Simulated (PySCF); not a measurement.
# Solvent effects on NMR parameters

Geometry:
```
atom   x (Å)   y (Å)   z (Å)
  C1  -3.454   0.301  -1.154
  C2  -2.393  -0.266  -1.016
  C3  -1.114  -0.951  -0.833
  C4  -1.298  -2.474  -0.934
 Cl5  -1.940  -2.998  -2.516
  C6  -0.486  -0.667   0.524
  C7   0.828  -0.450   0.419
  C8   1.296  -0.505  -1.007
  C9  -0.014  -0.442  -1.803
 H10  -4.393   0.807  -1.282
 H11  -1.996  -2.831  -0.165
 H12  -0.328  -2.972  -0.795
 H13  -1.065  -0.702   1.449
 H14   1.498  -0.282   1.266
 H15   1.982   0.318  -1.264
 H16   1.859  -1.438  -1.192
 H17  -0.009  -1.020  -2.738
 H18  -0.241   0.602  -2.060
```

GIAO PBE0/pcSseg-1 in PySCF 2.14.0 with density-fitted response routines on one PBE0-D3(BJ)/def2-SVP conformer, non-relativistic, equivalent nuclei averaged. Solvents enter as an IEF-PCM continuum (chloroform with ε = 4.7, water with ε = 78.4) around the gas-phase geometry. Shifts are referred to TMS computed in the same medium.

Gas phase, δ in ppm: C6 144.0, C7 143.6, C2 90.4, C1 77.1, C4 54.2, C3 51.1, C9 37.4, C8 33.2, H14 6.00, H13 5.72, H11 3.30, H12 2.92, H17 2.57, H16 2.32. Dipole moment 2.32 D.

Question: How does each δ change in the continuum?

Answer: 
```csv
atoms,environment,"Δδ, chloroform","Δδ, water"
C6,alkene CH,-0.7,-1.1
C7,alkene CH,+3.1,+4.5
C2,alkyne carbon,+2.3,+3.4
C1,terminal alkyne carbon,+0.7,+1.1
C4,sp3 CH2 bonded to Cl,+1.0,+1.4
C3,allylic quaternary sp3 carbon,+0.6,+0.8
C9,sp3 CH2 in a ring,+0.9,+1.4
C8,allylic sp3 CH2,+0.8,+1.1
H14,hydrogen on an alkene CH,+0.22,+0.32
H13,hydrogen on an alkene CH,+0.06,+0.09
H11,hydrogen on an sp3 CH2 bonded to Cl,+0.18,+0.25
H12,hydrogen on an sp3 CH2 bonded to Cl,+0.20,+0.32
H17,hydrogen on an sp3 CH2 in a ring,-0.06,-0.09
H16,hydrogen on an allylic sp3 CH2,+0.12,+0.19
```

Changes are relative to the gas phase. The dipole moment becomes 2.92 D in chloroform, 3.20 D in water.

Question: Which nuclei move most (in ppm), and what does the model miss?

Answer: C7 (alkene CH, +4.5 ppm) in water. A continuum only polarises the solute; specific hydrogen bonds, the anisotropy of aromatic solvents and changes of geometry or conformer are outside it.
